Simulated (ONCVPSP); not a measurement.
# Ranking ONCV potentials for Zn (Z = 30)

All share these settings but for the change named:

* Element: Zn
* Generator: ONCVPSP 4.0.1
* Type: optimised norm-conserving Vanderbilt (ONCV)
* Functional: PBEsol
* Relativity: fully relativistic
* Frozen core: [Ne]
* Valence charge: 20
* Reference configuration: 3s2 3p6 3d10 4s1 4p1
* Partial waves: 3s+4s: rc 1.20 bohr, ncon 3, nbas 6, qcut 8.7 1/bohr, 3 projectors, debl 0.5 Ha; 3p+4p: rc 1.30 bohr, ncon 3, nbas 6, qcut 12.3 1/bohr, 2 projectors; 3d: rc 0.70 bohr, ncon 4, nbas 8, qcut 14.6 1/bohr, 1 projector
* Local potential: polynomial inside 0.55 bohr (lpopt 5, dvloc0 -1 Ha)
* Core correction: Teter function fitted to the true core (icmod 2), fcfact 0.15

Open shells are filled in proportion to 2j + 1.

Test errors are all-electron minus pseudo excitation energies from the reference, over 3s2 3p6 3d10 4s2 4p0; 3s2 3p6 3d10 4s1 4p0; 3s2 3p6 3d10 4s0 4p0; 3s2 3p6 3d9 4s2 4p0. None of these files shows a bound ghost.

The base gives 6.8 meV.

Of 8 variants that were run, those that failed, showed a ghost or another fault, or gave nearly equal values are left out.

A variant can come out equal or close to the base, since the largest error may sit in a test that the change hardly touches while other tests move.

Task: Rank these variants by their largest absolute test error, smallest first.
A. core correction none
B. local potential polynomial inside 0.55 bohr (lpopt 5, dvloc0 7 Ha)
C. p: qcut 8.1

Result: C (3.4 meV), B (6.8 meV), A (8.6 meV).
